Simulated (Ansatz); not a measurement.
System: CrBr, net charge 0, sextet state. The spin state was set by rule; other spins were not relaxed. SMILES: [Br][Cr]
Geometry from a B3LYP-D3(BJ)/def2-TZVP (Ansatz, an electronic-structure program) optimisation:
```xyz
2

Cr     0.0000     0.0000    -1.4049
Br     0.0000     0.0000     0.9634
```
Charge 0, spin multiplicity 6.

Computed values are from Ansatz. Valence correlation only, unless marked. UHF or UKS for open shells. Spin-orbit coupling is left out. The frozen core is the preceding noble-gas configuration, with the filled d and f shells of earlier blocks. No relativistic terms. CBS(X,Y): correlation extrapolated as X^-3; Hartree-Fock from the larger set.

```
Property                                                                                     Value
-------------------------------------------  -----------------------------------------------------
atomisation energy De                        82.0 kcal/mol at CCSD(T)/CBS(def2-TZVPPD,def2-QZVPPD)
vertical ionisation energy (to the quintet)        8.21 eV at CCSD(T)/CBS(def2-TZVPPD,def2-QZVPPD)
total energy                                 -3616.2336 Eh at CCSD(T)/CBS(def2-TZVPPD,def2-QZVPPD)
dipole moment                                                          6.85 D at CCSD(T)/def2-SVPD
T1 diagnostic                                                            0.029 at CCSD/def2-QZVPPD
```
